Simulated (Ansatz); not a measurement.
Gas-phase electronic energies from Ansatz, PBE0-D4/def2-TZVP geometries. CCSD(T)/CBS is the MP2 limit (def2-TZVPP, def2-QZVPP) plus CCSD(T) − MP2 in def2-TZVPP, frozen cores. DFT in def2-TZVPP. B3LYP here is the variant with VWN-RPA as its local correlation; programs differ in this. For Ga outer-core shells are correlated without core-valence functions, which leaves a few kJ/mol of doubt a bond. Scalar relativity is left out up to krypton. One conformer a species, not always the lowest.

Consider the formal exchange of groups at the Si–Ga bond: `[OH][Ga]([SiH3])[SH]` + `CC(F)F` → `CC(F)(F)[SiH3]` + `[OH][GaH][SH]`.

```csv
level,ΔE (kJ/mol)
PBE-D4,63.7
r2SCAN-D4,58.4
B3LYP-D4,59.4
BHLYP-D4,61.4
LC-ωPBE,57.1
CCSD(T)/def2-TZVPP,60.5
HF/def2-QZVPP,59.7
SCS-MP2/def2-QZVPP,56.1
```

Task: What does CCSD(T)/CBS give? (Estimate.)

Result: Ansatz gave: +59.1 kJ/mol. The listed levels differ from it by 4.6, -0.7, 0.3, 2.3, -2.0, 1.4, 0.6, -3.0 kJ/mol.

Largest T1 diagnostic among the species: 0.014.

Leaving LDA and LC-ωPBE aside and taking each functional with its dispersion term where it has one, the values, not all of them listed here, spread over 13.4 kJ/mol, from ωB97M-V to HSE06-D4. LDA lies −8.2 kJ/mol from PBE without D4.

CCSD(T)/CBS has its own doubt, a few kJ/mol and more with outer-core shells, so smaller differences from it don't rank the levels.
